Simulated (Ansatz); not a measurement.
Ansatz (a program for electronic structure) input (B3LYP-D3(BJ)/def2-TZVP):

Ansatz 0.2 input:
```yaml
crystal:
  periodic: [false, false, false]
  atoms:
    - {symbol: B, position_ang: [0.00058351, 0.00644467, -1.33555701]}
    - {symbol: H, position_ang: [1.16742881, 0.01008716, -1.64248630]}
    - {symbol: H, position_ang: [-0.58450947, 1.01723849, -1.63839176]}
    - {symbol: H, position_ang: [-0.58076584, -1.00354088, -1.64814131]}
    - {symbol: C, position_ang: [-0.00008043, -0.00088834, 0.18409470]}
    - {symbol: O, position_ang: [-0.00057356, -0.00633476, 1.31277952]}
basis:
  gaussian:
    orbitals: def2-TZVP
hamiltonian:
  xc: b3lyp
  dispersion: d3bj
phonons: {temperatures: {t_min: 298.15, t_max: 298.15, t_step: 100}}
```

Output:

```
Functional definition: B3LYP
integrals: 0.02 GiB planned
632 factors; their error is unknown
mean field: 0.28 GiB planned
mean field evaluation 1: about -3806.7552 eV, gradient 4.0e1 eV
mean field evaluation 2: about -3806.8240 eV, gradient 4.2e1 eV
mean field evaluation 4: about -3810.4522 eV, gradient 2.5e0 eV
mean field evaluation 8: about -3810.4658 eV, gradient 6.8e-3 eV
mean field evaluation 16: about -3810.4716 eV, gradient 6.2e-5 eV
mean field -3810.47162135 eV, -140.0322492543 hartree, gradient 6.2e-5 eV, S^2 0.000000; 0 other end points of the search recorded, 0 dependent functions left out
the calculation of the forces begins
reference -3810.47183375 eV, -140.0322570596 hartree; 11, 11 occupied and 100, 100 virtual orbitals, 632 factors
these checks for a lower state are left out or cut short: stability, starts, cluster_reference, orbital_swaps, neighbouring_geometries, increment
integrals: 0.02 GiB planned
632 factors; their error is unknown
mean field: 0.28 GiB planned
mean field -3810.47155107 eV, -140.0322466714 hartree, gradient 8.2e-7 eV, S^2 0.000000; 0 other end points of the search recorded, 0 dependent functions left out
the calculation of the forces begins
reference -3810.47176346 eV, -140.0322544765 hartree; 11, 11 occupied and 100, 100 virtual orbitals, 632 factors
these checks for a lower state are left out or cut short: stability, starts, cluster_reference, orbital_swaps, neighbouring_geometries, increment
integrals: 0.02 GiB planned
632 factors; their error is unknown
mean field: 0.28 GiB planned
mean field -3810.47151412 eV, -140.0322453137 hartree, gradient 9.4e-7 eV, S^2 0.000000; 0 other end points of the search recorded, 0 dependent functions left out
the calculation of the forces begins
reference -3810.47172652 eV, -140.0322531191 hartree; 11, 11 occupied and 100, 100 virtual orbitals, 632 factors
these checks for a lower state are left out or cut short: stability, starts, cluster_reference, orbital_swaps, neighbouring_geometries, increment
integrals: 0.02 GiB planned
632 factors; their error is unknown
mean field: 0.28 GiB planned
mean field evaluation 32: about -3810.4653 eV, gradient 2.4e-1 eV
mean field -3810.47151855 eV, -140.0322454765 hartree, gradient 1.9e-6 eV, S^2 0.000000; 0 other end points of the search recorded, 0 dependent functions left out
the calculation of the forces begins
reference -3810.47173094 eV, -140.0322532816 hartree; 11, 11 occupied and 100, 100 virtual orbitals, 632 factors
these checks for a lower state are left out or cut short: stability, starts, cluster_reference, orbital_swaps, neighbouring_geometries, increment
integrals: 0.02 GiB planned
632 factors; their error is unknown
mean field: 0.28 GiB planned
mean field -3810.47151817 eV, -140.0322454622 hartree, gradient 2.1e-6 eV, S^2 0.000000; 0 other end points of the search recorded, 0 dependent functions left out
the calculation of the forces begins
reference -3810.47173056 eV, -140.0322532676 hartree; 11, 11 occupied and 100, 100 virtual orbitals, 632 factors
these checks for a lower state are left out or cut short: stability, starts, cluster_reference, orbital_swaps, neighbouring_geometries, increment
integrals: 0.02 GiB planned
632 factors; their error is unknown
mean field: 0.28 GiB planned
mean field -3810.47161735 eV, -140.0322491072 hartree, gradient 2.2e-6 eV, S^2 0.000000; 0 other end points of the search recorded, 0 dependent functions left out
the calculation of the forces begins
reference -3810.47182975 eV, -140.0322569129 hartree; 11, 11 occupied and 100, 100 virtual orbitals, 632 factors
these checks for a lower state are left out or cut short: stability, starts, cluster_reference, orbital_swaps, neighbouring_geometries, increment
integrals: 0.02 GiB planned
[...]
mean field -3810.47158780 eV, -140.0322480212 hartree, gradient 2.4e-6 eV, S^2 0.000000; 0 other end points of the search recorded, 0 dependent functions left out
the calculation of the forces begins
reference -3810.47180017 eV, -140.0322558257 hartree; 11, 11 occupied and 100, 100 virtual orbitals, 632 factors
these checks for a lower state are left out or cut short: stability, starts, cluster_reference, orbital_swaps, neighbouring_geometries, increment
integrals: 0.02 GiB planned
632 factors; their error is unknown
mean field: 0.28 GiB planned
mean field -3810.47160117 eV, -140.0322485126 hartree, gradient 2.4e-6 eV, S^2 0.000000; 0 other end points of the search recorded, 0 dependent functions left out
the calculation of the forces begins
reference -3810.47181355 eV, -140.0322563174 hartree; 11, 11 occupied and 100, 100 virtual orbitals, 632 factors
these checks for a lower state are left out or cut short: stability, starts, cluster_reference, orbital_swaps, neighbouring_geometries, increment
integrals: 0.02 GiB planned
632 factors; their error is unknown
mean field: 0.28 GiB planned
mean field -3810.47159920 eV, -140.0322484402 hartree, gradient 2.7e-6 eV, S^2 0.000000; 0 other end points of the search recorded, 0 dependent functions left out
the calculation of the forces begins
reference -3810.47181161 eV, -140.0322562459 hartree; 11, 11 occupied and 100, 100 virtual orbitals, 632 factors
these checks for a lower state are left out or cut short: stability, starts, cluster_reference, orbital_swaps, neighbouring_geometries, increment
integrals: 0.02 GiB planned
632 factors; their error is unknown
mean field: 0.28 GiB planned
mean field -3810.47157118 eV, -140.0322474103 hartree, gradient 2.4e-6 eV, S^2 0.000000; 0 other end points of the search recorded, 0 dependent functions left out
the calculation of the forces begins
reference -3810.47178361 eV, -140.0322552172 hartree; 11, 11 occupied and 100, 100 virtual orbitals, 632 factors
these checks for a lower state are left out or cut short: stability, starts, cluster_reference, orbital_swaps, neighbouring_geometries, increment
integrals: 0.02 GiB planned
632 factors; their error is unknown
mean field: 0.28 GiB planned
mean field -3810.47157417 eV, -140.0322475205 hartree, gradient 2.4e-6 eV, S^2 0.000000; 0 other end points of the search recorded, 0 dependent functions left out
the calculation of the forces begins
reference -3810.47178652 eV, -140.0322553241 hartree; 11, 11 occupied and 100, 100 virtual orbitals, 632 factors
these checks for a lower state are left out or cut short: stability, starts, cluster_reference, orbital_swaps, neighbouring_geometries, increment
integrals: 0.02 GiB planned
632 factors; their error is unknown
mean field: 0.28 GiB planned
mean field evaluation 96: about -3810.4716 eV, gradient 5.4e-6 eV
mean field -3810.47159940 eV, -140.0322484475 hartree, gradient 1.5e-6 eV, S^2 0.000000; 0 other end points of the search recorded, 0 dependent functions left out
the calculation of the forces begins
reference -3810.47181178 eV, -140.0322562523 hartree; 11, 11 occupied and 100, 100 virtual orbitals, 632 factors
these checks for a lower state are left out or cut short: stability, starts, cluster_reference, orbital_swaps, neighbouring_geometries, increment
integrals: 0.02 GiB planned
632 factors; their error is unknown
mean field: 0.28 GiB planned
mean field -3810.47161743 eV, -140.0322491100 hartree, gradient 2.3e-6 eV, S^2 0.000000; 0 other end points of the search recorded, 0 dependent functions left out
the calculation of the forces begins
reference -3810.47182983 eV, -140.0322569156 hartree; 11, 11 occupied and 100, 100 virtual orbitals, 632 factors
these checks for a lower state are left out or cut short: stability, starts, cluster_reference, orbital_swaps, neighbouring_geometries, increment
integrals: 0.02 GiB planned
632 factors; their error is unknown
mean field: 0.28 GiB planned
mean field -3810.47119653 eV, -140.0322336425 hartree, gradient 8.8e-7 eV, S^2 0.000000; 0 other end points of the search recorded, 0 dependent functions left out
the calculation of the forces begins
reference -3810.47140893 eV, -140.0322414478 hartree; 11, 11 occupied and 100, 100 virtual orbitals, 632 factors
these checks for a lower state are left out or cut short: stability, starts, cluster_reference, orbital_swaps, neighbouring_geometries, increment
integrals: 0.02 GiB planned
632 factors; their error is unknown
mean field: 0.28 GiB planned
mean field -3810.47121087 eV, -140.0322341692 hartree, gradient 8.1e-7 eV, S^2 0.000000; 0 other end points of the search recorded, 0 dependent functions left out
the calculation of the forces begins
reference -3810.47142326 eV, -140.0322419744 hartree; 11, 11 occupied and 100, 100 virtual orbitals, 632 factors
these checks for a lower state are left out or cut short: stability, starts, cluster_reference, orbital_swaps, neighbouring_geometries, increment
integrals: 0.02 GiB planned
632 factors; their error is unknown
mean field: 0.28 GiB planned
mean field evaluation 128: about -3810.4716 eV, gradient 8.5e-7 eV
mean field -3810.47158229 eV, -140.0322478187 hartree, gradient 8.5e-7 eV, S^2 0.000000; 0 other end points of the search recorded, 0 dependent functions left out
the calculation of the forces begins
reference -3810.47179469 eV, -140.0322556243 hartree; 11, 11 occupied and 100, 100 virtual orbitals, 632 factors
these checks for a lower state are left out or cut short: stability, starts, cluster_reference, orbital_swaps, neighbouring_geometries, increment
integrals: 0.02 GiB planned
632 factors; their error is unknown
mean field: 0.28 GiB planned
mean field -3810.47158218 eV, -140.0322478145 hartree, gradient 8.5e-7 eV, S^2 0.000000; 0 other end points of the search recorded, 0 dependent functions left out
the calculation of the forces begins
reference -3810.47179456 eV, -140.0322556195 hartree; 11, 11 occupied and 100, 100 virtual orbitals, 632 factors
these checks for a lower state are left out or cut short: stability, starts, cluster_reference, orbital_swaps, neighbouring_geometries, increment
integrals: 0.02 GiB planned
632 factors; their error is unknown
mean field: 0.28 GiB planned
mean field -3810.47120534 eV, -140.0322339660 hartree, gradient 8.4e-7 eV, S^2 0.000000; 0 other end points of the search recorded, 0 dependent functions left out
the calculation of the forces begins
reference -3810.47141770 eV, -140.0322417703 hartree; 11, 11 occupied and 100, 100 virtual orbitals, 632 factors
these checks for a lower state are left out or cut short: stability, starts, cluster_reference, orbital_swaps, neighbouring_geometries, increment
integrals: 0.02 GiB planned
632 factors; their error is unknown
mean field: 0.28 GiB planned
mean field -3810.47128198 eV, -140.0322367824 hartree, gradient 8.5e-7 eV, S^2 0.000000; 0 other end points of the search recorded, 0 dependent functions left out
the calculation of the forces begins
reference -3810.47149440 eV, -140.0322445887 hartree; 11, 11 occupied and 100, 100 virtual orbitals, 632 factors
these checks for a lower state are left out or cut short: stability, starts, cluster_reference, orbital_swaps, neighbouring_geometries, increment
integrals: 0.02 GiB planned
632 factors; their error is unknown
mean field: 0.28 GiB planned
mean field -3810.47161362 eV, -140.0322489700 hartree, gradient 8.5e-7 eV, S^2 0.000000; 0 other end points of the search recorded, 0 dependent functions left out
the calculation of the forces begins
reference -3810.47182600 eV, -140.0322567751 hartree; 11, 11 occupied and 100, 100 virtual orbitals, 632 factors
these checks for a lower state are left out or cut short: stability, starts, cluster_reference, orbital_swaps, neighbouring_geometries, increment
integrals: 0.02 GiB planned
632 factors; their error is unknown
mean field: 0.28 GiB planned
mean field evaluation 160: about -3810.4655 eV, gradient 1.4e-4 eV
mean field -3810.47161373 eV, -140.0322489740 hartree, gradient 8.5e-7 eV, S^2 0.000000; 0 other end points of the search recorded, 0 dependent functions left out
the calculation of the forces begins
reference -3810.47182612 eV, -140.0322567794 hartree; 11, 11 occupied and 100, 100 virtual orbitals, 632 factors
Total energy: -3810.59622746 eV, -140.0368284441 hartree
Atom 0 at     0.000584     0.006445    -1.335557 Å, force    -0.000012    -0.000000    -0.000003 eV/Å
Atom 1 at     1.167429     0.010087    -1.642486 Å, force    -0.000003     0.000000    -0.000010 eV/Å
Atom 2 at    -0.584509     1.017238    -1.638392 Å, force     0.000005    -0.000008     0.000009 eV/Å
Atom 3 at    -0.580766    -1.003541    -1.648141 Å, force     0.000005     0.000008     0.000009 eV/Å
Atom 4 at    -0.000080    -0.000888     0.184095 Å, force     0.000030     0.000000     0.000001 eV/Å
Atom 5 at    -0.000574    -0.006335     1.312780 Å, force    -0.000025    -0.000000    -0.000005 eV/Å
Dipole moment:    -0.000127    -0.001402     0.290472 e Å
Vibrations: 304.50 304.55 758.36 824.61 824.62 1094.53 1112.90 1112.91 2213.25 2463.70 2528.59 2528.60 cm⁻¹, zero-point energy 0.996282 eV
```
